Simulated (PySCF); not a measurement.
C4H7O, SMILES [CH2]C(CC)=O, multiplicity 2.

Geometry optimised at PBE-D3(BJ)/def2-SVP. The isomer is the one that the SMILES or the coordinates give; other isomers of the formula were not compared. Other conformers were not sampled.

All values below come from PBE-D3(BJ)/def2-SVP run with PySCF.

Frequencies are harmonic and unscaled.

```csv
mode,ν (cm⁻¹),IR (km/mol),moving atoms (share of kinetic energy)
1,61,0.2,"H 49 %, C 40 %, O 11 %"
2,200,0.1,"H 87 %, C 12 %"
3,245,5.5,"C 44 %, O 29 %, H 27 %"
4,327,0.0,H 96 %
5,397,3.9,"C 47 %, H 33 %, O 20 %"
6,471,3.0,"H 49 %, C 45 %"
7,577,6.5,"C 53 %, O 27 %, H 21 %"
8,689,9.2,"H 77 %, C 23 %"
9,758,9.5,"C 56 %, H 36 %"
10,787,22.4,"H 64 %, C 35 %"
11,936,0.4,"H 67 %, C 29 %"
12,997,3.8,"H 50 %, C 39 %, O 11 %"
13,1017,0.0,"H 60 %, C 39 %"
14,1072,2.2,"C 63 %, H 34 %"
15,1174,43.5,"C 54 %, H 44 %"
16,1213,0.0,"H 83 %, C 17 %"
17,1317,15.7,"H 56 %, C 44 %"
18,1345,9.4,"H 79 %, C 21 %"
19,1377,9.5,"H 87 %, C 13 %"
20,1400,30.3,"H 63 %, C 37 %"
21,1411,7.2,H 97 %
22,1419,10.7,H 93 %
23,1599,63.3,"C 63 %, O 35 %"
24,2955,14.7,H 94 %
25,2986,15.9,H 97 %
26,2993,8.0,"H 91 %, C 9 %"
27,3073,2.7,H 95 %
28,3076,12.6,"H 91 %, C 9 %"
29,3079,14.6,"H 90 %, C 10 %"
30,3202,1.8,"H 89 %, C 11 %"
```
